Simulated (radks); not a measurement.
Spherical quantum dot in the effective-mass picture: electrons in a well V = -V0 / (1 + exp((r - R)/a)) with V0 = 29.9, R = 2.11, a = 0.14, with a point charge +1 (a donor) at the centre, all in effective atomic units (hartree* = m*/eps^2 hartree, bohr* = eps/m* bohr), one dielectric constant everywhere. Calculated with a radial shooting solver with Libxc functionals: non-relativistic Kohn-Sham, exchange-only LDA, spin-polarised, spherical densities. Levels are named by radial order and angular momentum (1s, 1p, 1d, 2s, ...), and open shells are averaged over m. Each electron was tried in the lowest free levels, single moves between levels near the top were tried too, and the lowest total energy was kept; such a search can miss a lower state. At N = 1 the Hartree and exchange-correlation terms need not cancel, so that row can carry a self-interaction error.

| N | open shells | 2S | E (hartree*) | mu = E(N) - E(N-1) (hartree*) | addition energy mu(N+1) - mu(N) (hartree*) | e(HOMO) (hartree*) | rms radius (bohr*) |
|---|---|---|---|---|---|---|---|
| 1 | 1s(up 1, down 0) | 1 | -29.9184 | -29.918 | 1.012 | -29.546 | 0.9411 |
| 2 | none | 0 | -58.8250 | -28.907 | 2.162 | -28.569 | 0.9882 |
| 3 | 1p(up 1, down 0) | 1 | -85.5692 | -26.744 | 0.6330 | -26.433 | 1.094 |
| 4 | 1p(up 2, down 0) | 2 | -111.680 | -26.111 | 0.6529 | -25.786 | 1.149 |
| 5 | 1p(up 3, down 0) | 3 | -137.139 | -25.458 | 0.8918 | -25.130 | 1.185 |
| 6 | 1p(up 3, down 1) | 2 | -161.705 | -24.567 | 0.6059 | -24.269 | 1.214 |
| 7 | 1p(up 3, down 2) | 1 | -185.666 | -23.961 | 0.6271 | -23.649 | 1.236 |
| 8 | none | 0 | -209.000 | -23.334 | 2.053 | -23.017 | 1.255 |
| 9 | 1d(up 1, down 0) | 1 | -230.281 | -21.281 | 0.5947 | -20.985 | 1.281 |
| 10 | 1d(up 2, down 0) | 2 | -250.967 | -20.686 | 0.5986 | -20.387 | 1.303 |
| 11 | 1d(up 3, down 0) | 3 | -271.054 | -20.088 | 0.6006 | -19.788 | 1.321 |
| 12 | 1d(up 4, down 0) | 4 | -290.542 | -19.487 | 0.6013 | -19.186 | 1.337 |
| 13 | 1d(up 5, down 0) | 5 | -309.427 | -18.886 | 0.8041 | -18.585 | 1.351 |
| 14 | 1d(up 5, down 1) | 4 | -327.509 | -18.082 | 0.5793 | -17.793 | 1.364 |
| 15 | 1d(up 5, down 2) | 3 | -345.011 | -17.502 | 0.5836 | -17.211 | 1.376 |
| 16 | 1d(up 5, down 3) | 2 | -361.930 | -16.919 | 0.5860 | -16.626 | 1.387 |
| 17 | 1d(up 5, down 4) | 1 | -378.263 | -16.333 | 0.5872 | -16.039 | 1.396 |
| 18 | none | 0 | -394.009 | -15.746 | 1.321 | -15.452 | 1.406 |
| 19 | 2s(up 1, down 0) | 1 | -408.434 | -14.425 | 0.8949 | -14.058 | 1.405 |
| 20 | none | 0 | -421.964 | -13.530 | 1.170 | -13.163 | 1.403 |
| 21 | 1f(up 1, down 0) | 1 | -434.324 | -12.360 | 0.5648 | -12.078 | 1.414 |
| 22 | 1f(up 2, down 0) | 2 | -446.120 | -11.796 | 0.5653 | -11.513 | 1.424 |
| 23 | 1f(up 3, down 0) | 3 | -457.350 | -11.230 | 0.5655 | -10.948 | 1.433 |
| 24 | 1f(up 4, down 0) | 4 | -468.015 | -10.665 | 0.5655 | -10.382 | 1.442 |
| 25 | 1f(up 5, down 0) | 5 | -478.114 | -10.099 | - | -9.8166 | 1.450 |

All shells are closed at N = 2, 8, 18, 20 (there: 1s2 1p6 1d10 2s2); the second difference of the energy has clear peaks (12 % above both neighbours; the first and last values, which can be the largest, are not judged, and half-filled shells can peak too) at N = 2, 5, 8, 13, 18, 20.
